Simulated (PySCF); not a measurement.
A structure optimised at B3LYP-D3(BJ)/def2-TZVP, used in a PySCF frequency run:

```
B
O 1 1.3389
H 2 0.9653 1 114.94
H 1 1.1833 2 120.37 3 180.00
Br 1 1.9444 4 118.56 2 180.00
```

**Question.** Write its SMILES, formula and point group.

**Answer.** OBBr, BBrH2O, Cs

**Question.** What are its rotational constants (standard atomic weights)?

**Answer.** 52.470, 3.7894, 3.5341 GHz
